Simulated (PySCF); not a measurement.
## Basis and Hamiltonian dependence of the ionisation energy of Si²⁺

Si²⁺ [Ne] 3s2 (1S) → Si³⁺ [Ne] 3s1 (2S). All values are computed (PySCF 2.14, energy differences of UHF-based or UKS calculations, no spin-orbit coupling). Values in eV.

| basis | Hamiltonian | functions | UHF | r2SCAN | PBE0 | MP2 (valence) | CCSD(T) (valence) | CCSD(T) (valence and next inner shell) |
| --- | --- | --- | --- | --- | --- | --- | --- | --- |
| cc-pVDZ-DK | spin-free X2C | 18 | 32.051 | n/a | n/a | 32.828 | 33.230 | n/a |
| aug-cc-pVDZ-DK | spin-free X2C | 27 | 32.057 | 32.974 | 33.366 | 32.841 | 33.240 | n/a |
| ANO-RCC-VTZP | spin-free X2C | 34 | 32.029 | 32.941 | 33.315 | 32.891 | 33.252 | n/a |
| cc-pVTZ-DK | spin-free X2C | 34 | 32.022 | n/a | n/a | 32.881 | 33.232 | n/a |
| dyall-av2z | non-relativistic | 50 | 31.958 | 32.862 | 33.255 | 32.757 | 33.152 | n/a |
| x2c-TZVPPall with one added diffuse shell each of s, p, d type | spin-free X2C | 51 | 32.042 | 32.956 | 33.348 | 32.903 | 33.254 | 33.408 |
| x2c-QZVPPall | spin-free X2C | 70 | 32.020 | 32.936 | 33.309 | 32.929 | 33.258 | 33.437 |
| def2-QZVPPD | non-relativistic | 76 | 31.955 | 32.870 | 33.243 | 32.866 | 33.198 | 33.375 |
| dyall-av3z | non-relativistic | 84 | 31.955 | 32.870 | 33.243 | 32.838 | 33.190 | n/a |
| dyall-av3z | spin-free X2C | 84 | 32.019 | 32.936 | 33.309 | 32.900 | 33.250 | n/a |
| aug-cc-pVQZ-DK | spin-free X2C | 84 | 32.021 | 32.935 | 33.317 | 32.924 | 33.256 | n/a |
| x2c-QZVPPall with one added diffuse shell each of s, p, d, f type | spin-free X2C | 86 | 32.019 | 32.936 | 33.309 | 32.929 | 33.258 | 33.437 |
| dyall-acv3z | spin-free X2C | 113 | 32.019 | 32.936 | 33.309 | 32.911 | 33.253 | n/a |
| aug-cc-pV(5+d)Z | non-relativistic | 136 | 31.955 | 32.859 | 33.241 | 32.880 | n/a | n/a |

Frozen in the all-electron rows: valence: [Ne]; valence and next inner shell: 1s2.

Reference for a calculation without spin-orbit coupling: 33.493 eV (measured, between term centres; NIST).
